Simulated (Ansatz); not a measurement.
Geometry optimisation, RKS PBE-D4/def2-SVP (Ansatz 0.2.0).

Input file:

```yaml
crystal:
  periodic: [false, false, false]
  atoms:
    - { symbol: Si, position_ang: [0.178862, 0.070678, -0.174022] }
    - { symbol: H, position_ang: [-0.02751, 0.025361, 1.280789] }
    - { symbol: Cl, position_ang: [2.210752, -0.028919, -0.544449] }
    - { symbol: Cl, position_ang: [-0.535838, 1.791045, -1.041174] }
    - { symbol: Cl, position_ang: [-0.675569, -1.586598, -1.074815] }
    - { symbol: S, position_ang: [-2.84489, 0.162639, 1.312347] }
    - { symbol: H, position_ang: [-2.949679, -0.985748, 0.591315] }
    - { symbol: H, position_ang: [-1.729628, -0.321258, 1.971708] }
basis:
  gaussian: { orbitals: def2-SVP }
hamiltonian:
  xc: pbe
  dispersion: d4
relax:
  f_tol: 0.03
  max_steps: 50
```

Run as:

```bash
$ ansatz run input.yaml --threads 2 --pin off --max-ram 3072MiB --backend cpu --events-out ev --progress --plain --runs-dir out
```

Q: Where does it end, and by what steps?

A: It converged. The force dipped under the threshold on the way, but the program's further checks kept it going. After 34 steps the energy has fallen by 0.196 eV; H7 moved furthest, 1.56 Å.

```json
{"step": "0", "energy less start (eV)": "0.0000", "largest force component (eV/Å)": "0.628", "accepted": "yes"}
{"step": "2", "energy less start (eV)": "-0.1257", "largest force component (eV/Å)": "0.127", "accepted": "yes"}
{"step": "4", "energy less start (eV)": "-0.1508", "largest force component (eV/Å)": "0.085", "accepted": "yes"}
{"step": "6", "energy less start (eV)": "-0.1645", "largest force component (eV/Å)": "0.050", "accepted": "yes"}
{"step": "8", "energy less start (eV)": "-0.1673", "largest force component (eV/Å)": "0.032", "accepted": "yes"}
{"step": "10", "energy less start (eV)": "-0.1695", "largest force component (eV/Å)": "0.093", "accepted": "yes"}
{"step": "12", "energy less start (eV)": "-0.1702", "largest force component (eV/Å)": "0.329", "accepted": "no"}
{"step": "14", "energy less start (eV)": "-0.1722", "largest force component (eV/Å)": "0.181", "accepted": "yes"}
{"step": "16", "energy less start (eV)": "-0.1744", "largest force component (eV/Å)": "0.046", "accepted": "yes"}
{"step": "18", "energy less start (eV)": "-0.1765", "largest force component (eV/Å)": "0.114", "accepted": "yes"}
{"step": "20", "energy less start (eV)": "-0.1718", "largest force component (eV/Å)": "0.526", "accepted": "no"}
{"step": "22", "energy less start (eV)": "-0.1804", "largest force component (eV/Å)": "0.252", "accepted": "yes"}
{"step": "24", "energy less start (eV)": "-0.1869", "largest force component (eV/Å)": "0.013", "accepted": "yes"}
{"step": "26", "energy less start (eV)": "-0.1890", "largest force component (eV/Å)": "0.122", "accepted": "yes"}
{"step": "28", "energy less start (eV)": "-0.1922", "largest force component (eV/Å)": "0.100", "accepted": "yes"}
{"step": "30", "energy less start (eV)": "-0.1863", "largest force component (eV/Å)": "0.606", "accepted": "no"}
{"step": "32", "energy less start (eV)": "-0.1952", "largest force component (eV/Å)": "0.098", "accepted": "yes"}
{"step": "34", "energy less start (eV)": "-0.1960", "largest force component (eV/Å)": "0.003", "accepted": "yes"}
```

```xyz
8
Properties=species:S:1:pos:R:3
Si 0.385 0.006 -0.165
H 0.403 0.457 1.250
Cl 2.275 0.158 -0.975
Cl -0.898 1.172 -1.293
Cl -0.220 -1.967 -0.301
S -2.770 -0.034 1.871
H -2.982 0.571 0.670
H -2.568 -1.235 1.263
```

The run took 100 s on 2 threads of Intel(R) Xeon(R) Platinum 8259CL CPU @ 2.50GHz (Skylake/Cascade Lake), on a shared host, peak memory 0.17 GiB.
